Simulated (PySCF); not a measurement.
PySCF input (TPSSh/def2-TZVPD):

```python
from pyscf import gto, scf, dft

mol = gto.M(
    atom='''
    Si    0.05621184    0.06010527   -0.02970235
    O     1.30246562   -0.64783037   -0.77372147
    O     0.41205874    0.77162967    1.40240846
    O    -0.79084152    1.12826139   -0.92231548
    N    -0.90931770   -1.36128719    0.18150904
    H     1.24866779    0.53714127    1.81170386
    H    -1.02809362    1.96162156   -0.50874294
    H    -1.42901427   -1.72612021   -0.60462414
    H    -0.60276433   -2.10159171    0.79596054
    ''',
    basis='def2-tzvpd',
    charge=0,
    spin=1,
    verbose=4,
)

mf = dft.UKS(mol, xc='tpssh').density_fit(auxbasis='def2-universal-jkfit')
mf.grids.level = 3
mf.conv_tol = 1e-9
mf.max_cycle = 100
mf.max_memory = 1500
mf.kernel()
if not mf.converged:
    mf = mf.newton()
    mf.kernel(mf.make_rdm1())
for _ in range(2):
    mo, _, stable, _ = mf.stability(return_status=True)
    if stable:
        break
    mf.kernel(mf.make_rdm1(mo, mf.mo_occ))
mf.analyze()
```

Output:

```
PySCF version 2.14.0

[INPUT] verbose = 4
[INPUT] num. atoms = 9
[INPUT] num. electrons = 49
[INPUT] charge = 0
[INPUT] spin (= nelec alpha-beta = 2S) = 1
[INPUT] symmetry False subgroup None
[INPUT] Mole.unit = angstrom
[INPUT] Symbol           X                Y                Z      unit          X                Y                Z       unit  Magmom
[INPUT]  1 Si     0.056211840000   0.060105270000  -0.029702350000 AA    0.106224982558   0.113582498943  -0.056129306756 Bohr   0.0
[INPUT]  2 O      1.302465620000  -0.647830370000  -0.773721470000 AA    2.461303308462  -1.224221974476  -1.462121674996 Bohr   0.0
[INPUT]  3 O      0.412058740000   0.771629670000   1.402408460000 AA    0.778678165833   1.458168745889   2.650167904173 Bohr   0.0
[INPUT]  4 O     -0.790841520000   1.128261390000  -0.922315480000 AA   -1.494473880735   2.132105024021  -1.742923657647 Bohr   0.0
[INPUT]  5 N     -0.909317700000  -1.361287190000   0.181509040000 AA   -1.718361413219  -2.572459965979   0.343002374733 Bohr   0.0
[INPUT]  6 H      1.248667790000   0.537141270000   1.811703860000 AA    2.359640143666   1.015049890501   3.423624114217 Bohr   0.0
[INPUT]  7 H     -1.028093620000   1.961621560000  -0.508742940000 AA   -1.942815372213   3.706927508442  -0.961384824406 Bohr   0.0
[INPUT]  8 H     -1.429014270000  -1.726120210000  -0.604624140000 AA   -2.700445598395  -3.261894454977  -1.142574032901 Bohr   0.0
[INPUT]  9 H     -0.602764330000  -2.101591710000   0.795960540000 AA   -1.139059501357  -3.971432757556   1.504147426561 Bohr   0.0

nuclear repulsion = 255.639629685145
number of shells = 90
number of NR pGTOs = 330
number of NR cGTOs = 236
basis = def2-tzvpd
ecp = {}

******** <class 'pyscf.df.df_jk.DFUKS'> ********
method = DFUKS
initial guess = minao
damping factor = 0
level_shift factor = 0
DIIS = <class 'pyscf.scf.diis.CDIIS'>
diis_start_cycle = 1
diis_space = 8
diis_damp = 0
SCF conv_tol = 1e-09
SCF conv_tol_grad = None
SCF max_cycles = 100
direct_scf = False
number electrons alpha = 25  beta = 24
XC library pyscf.dft.libxc version 7.1.2
    S. Lehtola, C. Steigemann, M. J. T. Oliveira, and M. A. L. Marques,  SoftwareX 7, 1–5 (2018)
XC functionals = tpssh
    V. N. Staroverov, G. E. Scuseria, J. Tao, and J. P. Perdew,  J. Chem. Phys. 119, 12129 (2003)
radial grids:
    Treutler-Ahlrichs [JCP 102, 346 (1995); DOI:10.1063/1.469408] (M4) radial grids

becke partition: Becke, JCP 88, 2547 (1988); DOI:10.1063/1.454033
pruning grids: <function nwchem_prune>
grids dens level: 3
symmetrized grids: False
atomic radii adjust function: <function treutler_atomic_radii_adjust>
small_rho_cutoff = 0
Set gradient conv threshold to 3.16228e-05
tot grids = 114560
******** <class 'pyscf.df.df.DF'> ********
auxbasis = def2-universal-jkfit
init E= -573.006400553015
  alpha nocc = 25  HOMO = -0.31443610436488  LUMO = -0.0554486486892998
[...]
  beta  nocc = 24  HOMO = -0.278393545629459  LUMO = -0.171764777491873
  HOMO = -0.278393545629  LUMO = -0.171764777492  gap/eV = 2.90152
Extra cycle  E= -572.58824403517  delta_E= -3e-11  |g|= 1.03e-05  |ddm|= 1.49e-05
converged SCF energy = -572.58824403517  <S^2> = 0.75742631  2S+1 = 2.0074126
uhf_internal: lowest eigs of H = [0.0633764  0.16162978 0.24648728]
<class 'pyscf.df.df_jk.DFUKS'> wavefunction is stable in the internal stability analysis
**** SCF Summaries ****
Total Energy =                        -572.588244035170305
Nuclear Repulsion Energy =             255.639629685144570
One-electron Energy =                -1298.767207028709890
Two-electron Energy =                  470.539333308394987
Two-electron Coulomb Energy =          525.833925174943374
DFT Exchange-Correlation Energy =      -55.294591866548366
HOMO-LUMO gap [eV] =                     2.901516570628918
**** MO energy ****
                             alpha | beta                alpha | beta
MO #1   energy= -66.0187081987463  | -66.0189234434216  occ= 1 | 1
MO #2   energy= -19.0666246012751  | -19.0664191066307  occ= 1 | 1
MO #3   energy= -19.0625069188067  | -19.0623539765391  occ= 1 | 1
MO #4   energy= -19.0618227291164  | -19.0423317565845  occ= 1 | 1
MO #5   energy= -14.279304542285   | -14.2716708078626  occ= 1 | 1
MO #6   energy= -5.24311470691726  | -5.24336922779278  occ= 1 | 1
MO #7   energy= -3.59150074873475  | -3.59173481297401  occ= 1 | 1
MO #8   energy= -3.59100862462646  | -3.59135036282703  occ= 1 | 1
MO #9   energy= -3.5898065207514   | -3.59016893112925  occ= 1 | 1
MO #10  energy= -1.00830902277177  | -1.00692206160492  occ= 1 | 1
MO #11  energy= -0.983892429057019 | -0.983543425756556 occ= 1 | 1
MO #12  energy= -0.934231459654356 | -0.890214974939244 occ= 1 | 1
MO #13  energy= -0.866509229957181 | -0.846089080520737 occ= 1 | 1
MO #14  energy= -0.557118630982786 | -0.555422063212762 occ= 1 | 1
MO #15  energy= -0.522055668943744 | -0.520823162886004 occ= 1 | 1
MO #16  energy= -0.498240322267172 | -0.495756252699005 occ= 1 | 1
MO #17  energy= -0.462145710439186 | -0.454759866174075 occ= 1 | 1
MO #18  energy= -0.395745682105776 | -0.389643752331624 occ= 1 | 1
MO #19  energy= -0.371525904283979 | -0.364400248190099 occ= 1 | 1
MO #20  energy= -0.36468392304157  | -0.34735774655488  occ= 1 | 1
MO #21  energy= -0.341650662215395 | -0.320374628327392 occ= 1 | 1
MO #22  energy= -0.324676952000218 | -0.317262216086407 occ= 1 | 1
MO #23  energy= -0.31961287296126  | -0.281463920393785 occ= 1 | 1
MO #24  energy= -0.292577968622293 | -0.278393545629459 occ= 1 | 1
MO #25  energy= -0.284094296217153 | -0.171764777491873 occ= 1 | 0
MO #26  energy= -0.0229664354676713 | -0.021656680525533 occ= 0 | 0
MO #27  energy= 0.0150342666190554 | 0.0160699544309195 occ= 0 | 0
MO #28  energy= 0.0160184823928108 | 0.0175162875687057 occ= 0 | 0
MO #29  energy= 0.0490996642974079 | 0.0513607590363844 occ= 0 | 0
MO #30  energy= 0.0553924843705225 | 0.0563572529637214 occ= 0 | 0
MO #31  energy= 0.0728319840107966 | 0.0730269386657349 occ= 0 | 0
MO #32  energy= 0.0788397623393787 | 0.0793491280521607 occ= 0 | 0
MO #33  energy= 0.085189693702925  | 0.0855035015917443 occ= 0 | 0
MO #34  energy= 0.0917743454539553 | 0.0963213669648624 occ= 0 | 0
MO #35  energy= 0.101255132891709  | 0.101981964644635  occ= 0 | 0
MO #36  energy= 0.104849058788771  | 0.105635174231087  occ= 0 | 0
MO #37  energy= 0.110068836420382  | 0.110542273725706  occ= 0 | 0
MO #38  energy= 0.116455223664721  | 0.117486660218735  occ= 0 | 0
MO #39  energy= 0.129984773715702  | 0.13196847620546   occ= 0 | 0
MO #40  energy= 0.14059239294396   | 0.141386288619509  occ= 0 | 0
MO #41  energy= 0.148838529740196  | 0.149897238799357  occ= 0 | 0
MO #42  energy= 0.155662573985885  | 0.158639166594738  occ= 0 | 0
MO #43  energy= 0.161200132222863  | 0.162336912965598  occ= 0 | 0
MO #44  energy= 0.163561593443839  | 0.165738006976455  occ= 0 | 0
MO #45  energy= 0.17567232160603   | 0.1773025863361    occ= 0 | 0
MO #46  energy= 0.186057403023742  | 0.187850094214557  occ= 0 | 0
MO #47  energy= 0.210679731276948  | 0.212662865713062  occ= 0 | 0
MO #48  energy= 0.22558144768923   | 0.228987771680287  occ= 0 | 0
MO #49  energy= 0.233566411090131  | 0.234830164306057  occ= 0 | 0
MO #50  energy= 0.239237960117325  | 0.240797961586733  occ= 0 | 0
MO #51  energy= 0.253657442961259  | 0.253909439825574  occ= 0 | 0
MO #52  energy= 0.256378629627187  | 0.257846070382385  occ= 0 | 0
MO #53  energy= 0.266321137683629  | 0.268982264749614  occ= 0 | 0
MO #54  energy= 0.273770752281915  | 0.274253050174323  occ= 0 | 0
MO #55  energy= 0.278639854637288  | 0.279923184127471  occ= 0 | 0
MO #56  energy= 0.279021420056933  | 0.280557775557403  occ= 0 | 0
MO #57  energy= 0.285407641193274  | 0.286221671842897  occ= 0 | 0
MO #58  energy= 0.300907191849678  | 0.302472029426616  occ= 0 | 0
MO #59  energy= 0.30910635938719   | 0.311576675139744  occ= 0 | 0
MO #60  energy= 0.314263186994504  | 0.316076654142183  occ= 0 | 0
MO #61  energy= 0.326345640422707  | 0.327167262056031  occ= 0 | 0
MO #62  energy= 0.327761507134105  | 0.330577842704291  occ= 0 | 0
MO #63  energy= 0.340865694960199  | 0.342516546499003  occ= 0 | 0
MO #64  energy= 0.358506477455652  | 0.360391124506908  occ= 0 | 0
MO #65  energy= 0.370168044449773  | 0.37078344679676   occ= 0 | 0
MO #66  energy= 0.385693398008511  | 0.386619680811335  occ= 0 | 0
MO #67  energy= 0.389063767656496  | 0.392111502102758  occ= 0 | 0
MO #68  energy= 0.397887148093881  | 0.40039500179232   occ= 0 | 0
MO #69  energy= 0.40719168418372   | 0.408620440010798  occ= 0 | 0
MO #70  energy= 0.422096170107517  | 0.42376109786797   occ= 0 | 0
MO #71  energy= 0.42926478071839   | 0.431375567237373  occ= 0 | 0
MO #72  energy= 0.437144703233882  | 0.438164484802274  occ= 0 | 0
MO #73  energy= 0.464527764891573  | 0.469433501314872  occ= 0 | 0
MO #74  energy= 0.4906467795782    | 0.491704812003004  occ= 0 | 0
MO #75  energy= 0.492811983363508  | 0.495800270120741  occ= 0 | 0
MO #76  energy= 0.499677316253986  | 0.502756443003794  occ= 0 | 0
MO #77  energy= 0.505133428448316  | 0.509813576189342  occ= 0 | 0
MO #78  energy= 0.525041644582058  | 0.526712964120744  occ= 0 | 0
MO #79  energy= 0.538350770010367  | 0.5395915071198    occ= 0 | 0
MO #80  energy= 0.55513408684968   | 0.564608411421517  occ= 0 | 0
MO #81  energy= 0.566765531804467  | 0.570813303578433  occ= 0 | 0
MO #82  energy= 0.579202472813745  | 0.585171184639857  occ= 0 | 0
MO #83  energy= 0.590934657975706  | 0.59503288771604   occ= 0 | 0
MO #84  energy= 0.60259306857093   | 0.606542104419104  occ= 0 | 0
MO #85  energy= 0.624801844366317  | 0.629422683935803  occ= 0 | 0
MO #86  energy= 0.636259775600693  | 0.638559874608227  occ= 0 | 0
MO #87  energy= 0.645914370981581  | 0.648213429884747  occ= 0 | 0
MO #88  energy= 0.663576782305213  | 0.664858224546346  occ= 0 | 0
MO #89  energy= 0.675514482958484  | 0.678457857286681  occ= 0 | 0
MO #90  energy= 0.691418017190408  | 0.69397490447831   occ= 0 | 0
MO #91  energy= 0.69882829488776   | 0.702374738852856  occ= 0 | 0
MO #92  energy= 0.719096189732579  | 0.72056655553642   occ= 0 | 0
MO #93  energy= 0.727980177628665  | 0.729121181602757  occ= 0 | 0
MO #94  energy= 0.745232895536056  | 0.746154257919925  occ= 0 | 0
MO #95  energy= 0.755679483760834  | 0.75885928022003   occ= 0 | 0
MO #96  energy= 0.77180707102319   | 0.775141653860259  occ= 0 | 0
MO #97  energy= 0.778895530504062  | 0.78244475740721   occ= 0 | 0
MO #98  energy= 0.80618869495867   | 0.807779444829738  occ= 0 | 0
MO #99  energy= 0.833023214521857  | 0.836534706382503  occ= 0 | 0
MO #100 energy= 0.836929715592088  | 0.844789586925616  occ= 0 | 0
MO #101 energy= 0.862338012827677  | 0.863478692070718  occ= 0 | 0
MO #102 energy= 0.873547617454744  | 0.875099058545807  occ= 0 | 0
MO #103 energy= 0.873905540089651  | 0.876161836770165  occ= 0 | 0
MO #104 energy= 0.905584887351035  | 0.913744081593903  occ= 0 | 0
[...]
```

It need not be the lowest isomer of its formula.
